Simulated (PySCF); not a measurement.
A PySCF script (with the pyscf-properties extension) for the NMR shieldings of SMILES c1c(B)cc(B(C)C)s1, C$_{6}$H$_{10}$B$_{2}$S, on a GFN2-xTB geometry:

```python
import basis_set_exchange as bse
import numpy as np
from pyscf import gto, dft
from pyscf.prop import nmr

atoms = """
B     3.659087    0.277939    0.208280
C     2.253722   -0.293578   -0.004073
C     1.991887   -1.595391   -0.381852
S     0.336364   -1.948461   -0.534478
C    -0.114312   -0.307262   -0.095090
B    -1.585006    0.139358   -0.018008
C    -1.914870    1.657028    0.267074
C    -2.733470   -0.923331   -0.222239
C     1.026616    0.411181    0.147277
H     4.593804   -0.403835    0.035640
H     3.795530    1.390419    0.540884
H     2.713279   -2.365035   -0.580331
H    -1.768366    1.862791    1.327681
H    -2.942121    1.924091    0.032517
H    -1.260817    2.340840   -0.269115
H    -3.707769   -0.583883    0.121300
H    -2.516247   -1.874330    0.261307
H    -2.833669   -1.145093   -1.285724
H     0.996555    1.445804    0.441487
"""
names = dict.fromkeys(["B", "C", "S", "H"], "pcSseg-1")
basis = {el: gto.basis.parse(bse.get_basis(n, elements=[el], fmt="nwchem")) for el, n in names.items()}
mol = gto.M(atom=atoms, basis=basis, charge=0, verbose=0)
mf = dft.RKS(mol, xc="PBE0")
mf.grids.level = 2
mf.grids.alignment = dft.numint.BLKSIZE   # the property module wants whole blocks of grid points
mf.conv_tol = 1e-9
mf.kernel()

calc = nmr.RKS(mf)   # GIAO
C = mf.mo_coeff
Co = C[:, mf.mo_occ > 0]
resp = mf.gen_response(singlet=True, hermi=2)
def vind(x):   # induced exchange potential for any number of trial vectors
    d = np.einsum("pi,xij,qj->xpq", C, 2 * x.reshape(-1, C.shape[1], Co.shape[1]), Co, optimize=True)
    return np.einsum("xpq,pi,qj->xij", resp(d - d.transpose(0, 2, 1)), C, Co, optimize=True).ravel()
mo1, _ = nmr.rhf.solve_mo1(calc, with_cphf=vind)
sigma = calc.kernel(mo1)
for i, s in enumerate(sigma):   # ppm
    w = np.linalg.eigvalsh((s + s.T) / 2)
    print("%2d %-2s iso %8.1f  s11 %8.1f  s22 %8.1f  s33 %8.1f" % (i, mol.atom_pure_symbol(i), w.mean(), *w))
```

**Question.** What does it print?

**Answer.** 
```
 0 B  iso     34.1  s11    -18.7  s22     -6.8  s33    127.8
 1 C  iso     32.5  s11    -55.7  s22     -2.6  s33    155.8
 2 C  iso     16.3  s11    -86.8  s22      3.2  s33    132.7
 3 S  iso    209.0  s11     46.6  s22    209.2  s33    371.4
 4 C  iso     28.3  s11    -41.7  s22      7.3  s33    119.2
 5 B  iso     30.1  s11    -38.0  s22      9.0  s33    119.3
 6 C  iso    175.7  s11    160.9  s22    177.1  s33    189.1
 7 C  iso    173.3  s11    160.1  s22    171.6  s33    188.1
 8 C  iso     30.1  s11    -54.9  s22     10.2  s33    135.0
 9 H  iso     24.6  s11     19.6  s22     26.0  s33     28.1
10 H  iso     24.5  s11     19.7  s22     25.8  s33     28.0
11 H  iso     23.0  s11     20.8  s22     21.4  s33     26.9
12 H  iso     30.6  s11     26.4  s22     29.2  s33     36.1
13 H  iso     30.5  s11     26.1  s22     29.7  s33     35.6
14 H  iso     30.2  s11     25.2  s22     30.1  s33     35.4
15 H  iso     30.5  s11     26.0  s22     29.6  s33     35.9
16 H  iso     30.3  s11     25.0  s22     31.2  s33     34.9
17 H  iso     30.6  s11     26.1  s22     29.9  s33     35.7
18 H  iso     23.3  s11     19.8  s22     22.4  s33     27.5
```

These numbers come from an equivalent density-fitted implementation of the same equations, which agrees with the script to about 0.01 ppm for H and up to a few tenths of a ppm for heavy atoms, so last digits may differ.

Size and cost of the density-fitted run: 210 basis functions, 72 s wall time on 1 thread of an Arm Neoverse N1, shared host; peak memory 0.94 GiB.
